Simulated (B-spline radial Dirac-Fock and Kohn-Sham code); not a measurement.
Photoelectron lines of Co¹³⁺ at 605 eV

System: cobalt as Co¹³⁺, [Ne] 3s2 3p2.

Model: Dirac-Hartree-Slater photoionisation with all multipoles and Dirac-Fock thresholds. Program: a B-spline atomic structure program. The asymmetry parameter β is from the dipole term alone. Kinetic energies are from the vacuum level. Open shells are spread statistically over j, without multiplet splitting.

| subshell | electrons | binding (eV) | kinetic (eV) | σ (kb) | β |
| --- | --- | --- | --- | --- | --- |
| 3s | 2 | 443.1 | 161.9 | 90.4 | 2.00 |
| 3p1/2 | 0.67 | 407.4 | 197.6 | 39.3 | 1.63 |
| 3p3/2 | 1.33 | 404.5 | 200.5 | 78.3 | 1.64 |

Branching ratios of the spin-orbit partners (statistical value in brackets): 3p 1.99 (2.00).

Values without a named source are computed, but for edge energies of neutral atoms, which are taken from tables.
